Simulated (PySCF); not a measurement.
PySCF 2.14 output of an unrestricted LDA calculation on a single atom or ion in x2c-TZVPall, with the spin-free X2C one-electron Hamiltonian (Gaussian nucleus):

```
SCF conv_tol = 1e-09
number electrons alpha = 11  beta = 9
    P. A. M. Dirac.,  Math. Proc. Cambridge Philos. Soc. 26, 376 (1930)
    F. Bloch.,  Z. Phys. 57, 545 (1929)
    S. H. Vosko, L. Wilk, and M. Nusair.,  Can. J. Phys. 58, 1200 (1980)
cycle= 1 E= -761.947011030162  delta_E= -0.0085  |g|= 0.0132  |ddm|= 0.303
cycle= 2 E= -761.947040577704  delta_E= -2.95e-05  |g|= 0.0028  |ddm|= 0.0291
cycle= 3 E= -761.947042187044  delta_E= -1.61e-06  |g|= 0.00126  |ddm|= 0.00704
cycle= 4 E= -761.947042694615  delta_E= -5.08e-07  |g|= 2.73e-05  |ddm|= 0.00196
cycle= 5 E= -761.947042694883  delta_E= -2.69e-10  |g|= 2.87e-06  |ddm|= 0.000121
converged SCF energy = -761.947042694883  <S^2> = 2.0001623  2S+1 = 3.0001082
```

The run itself started from symmetry-adapted Hartree-Fock orbitals and held the occupation by maximum overlap, on a logarithmic radial grid, so the iterations belong to that start.

Question: Which element, charge and spin multiplicity is this?

Answer: Sc⁺ (scandium, charge +1), multiplicity 3; the state was [Ar] 3d1 4s1, high-spin 3D determinant.
